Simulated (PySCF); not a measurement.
Spin-rotation constants: `[AsH3]->[Cu][Br]`, AsBrCuH3

Geometry:
```
atom   x (Å)   y (Å)   z (Å)
 Cu1   0.009   0.001  -1.583
 As2   0.009  -0.021   0.741
  H3   0.783  -0.980   1.562
  H4  -1.231  -0.208   1.532
  H5   0.447   1.150   1.538
 Br6  -0.017   0.059  -3.790
```

Theory: GIAO PBE0/def2-SVP (def2-TZVP on Cu) magnetisability, rotational g tensor and spin-rotation constants, non-relativistic, gas phase (PySCF). Geometry: GFN2-xTB.

The calculation is non-relativistic, which matters for the atoms heavier than Zn.

Q: Give the nuclear spin-rotation constants along the inertial axes (H = +C I·J) beside the isotropic shieldings.

A: Rotational constants 107.1933, 0.6157, 0.6157 GHz.
| atom | isotope | Caa (kHz) | Cbb (kHz) | Ccc (kHz) | mean (kHz) | σ (ppm) |
| --- | --- | --- | --- | --- | --- | --- |
| Cu1 | 63Cu | 15.289 | 1.567 | 1.567 | 6.141 | 1322.1 |
| As2 | 75As | 102.294 | 0.605 | 0.605 | 34.502 | 1943.5 |
| H3 | 1H | -7.386 | -0.039 | -0.039 | -2.488 | 28.4 |
| H4 | 1H | -7.936 | -0.037 | -0.037 | -2.670 | 28.4 |
| H5 | 1H | -8.013 | -0.037 | -0.037 | -2.696 | 28.4 |
| Br6 | 79Br | 5.675 | 0.364 | 0.364 | 2.134 | 2852.9 |

Where two moments of inertia are equal or nearly so, the constants along those axes are given as their average.
For the geometry as given, no vibrational averaging.
